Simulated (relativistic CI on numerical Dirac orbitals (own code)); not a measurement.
Hyperfine structure of Lu L, mass number 176

Computed by Dirac-Coulomb-Breit CI, orbitals from a KLI potential per configuration, QED by a radiative potential, unscaled Slater integrals (own radial code, finite nucleus).

Configuration list (outside the closed core [Ne]): 3s2 3p6 3d4, 3s2 3p5 3d5, 3s 3p6 3d5, 3s2 3p6 3d3 4s, 3s2 3p6 3d3 4p, 3s2 3p6 3d3 4d, 3s2 3p5 3d4 4s, 3s2 3p6 3d3 4f, 3s 3p6 3d4 4s, 3p6 3d5 4p, 3p6 3d6, 3p5 3d7, 3p5 3d6 4s, 3p6 3d5 4s, 3p5 3d5 4s2, 3s2 3p6 3d2 4s2, 3s2 3p6 3d 4s2 4p, 3s2 3p6 3d 4s2 4d. Double excitations out of closed p, d and f shells are left out; levels of such configurations are missing from the list, as are those of other unlisted configurations, and high levels can miss mixing partners.

Nuclear spin I = 7, μ = 3.16 μN, Q = 4.92 b (tables of Stone and Pyykkö). The electronic factors are computed for point nuclear moments, without core polarisation or the Bohr-Weisskopf and QED corrections.

| Level | E (eV) | A (MHz) | B (MHz) |
| --- | --- | --- | --- |
| 3s2 3p6 3d4 5D_1 | 50.852 | -849.4 | 83700 |
| 3s2 3p6 3d4 3H_5 | 118.644 | 22710 | 222000 |
| 3s2 3p6 3d4 1I_6 | 121.353 | 24080 | 276000 |
| 3s2 3p6 3d4 3G_4 | 127.136 | 25760 | -77100 |

Levels with J = 0, under 50 % of one LS term, or S terms without an open s electron are left out. Small factors come from cancelling terms and can be off by tens of per cent or more.

At this charge energies of transitions that change n are usually good to better than 1 %, and those within a shell (Δn = 0) to a few per cent.

(1) Give the hyperfine levels of 3s2 3p6 3d4 3H_5 relative to its centre of gravity.

Results:

(1) With K = F(F + 1) − I(I + 1) − J(J + 1), E = AK/2 + B[¾K(K + 1) − I(I + 1)J(J + 1)]/[2I(2I − 1)J(2J − 1)]: F = 2: -825700, F = 3: -776200, F = 4: -707900, F = 5: -618900, F = 6: -506800, F = 7: -368600, F = 8: -200800, F = 9: 326.6, F = 10: 239300, F = 11: 520900, F = 12: 850500 MHz.

LS names give the leading component of a level, which can be under half, so a name can repeat, a term be missing and a line seem to break the LS rules.
